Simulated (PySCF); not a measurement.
F₂Ga, multiplicity 2. Atoms are numbered in the order given.

```xyz
3

Ga     0.0000     0.0000     0.3435
F      0.0000    -1.4862    -0.5915
F      0.0000     1.4862    -0.5915
```
Charge 0, spin multiplicity 2.

Geometry: r2SCAN-D4/def2-TZVP. The spin state was assumed, not searched. The isomer is the one that the SMILES or the coordinates give; other isomers of the formula were not compared.

The numbers are results of r2SCAN/def2-TZVPD run with PySCF, not measurements.

Mulliken values depend strongly on the basis, most of all with diffuse functions as here. Atomic charges (e):

```tsv
atom	meta-Löwdin	Mulliken	Mulliken spin
Ga1	0.97	0.52	0.87
F2	-0.48	-0.26	0.07
F3	-0.48	-0.26	0.07
```
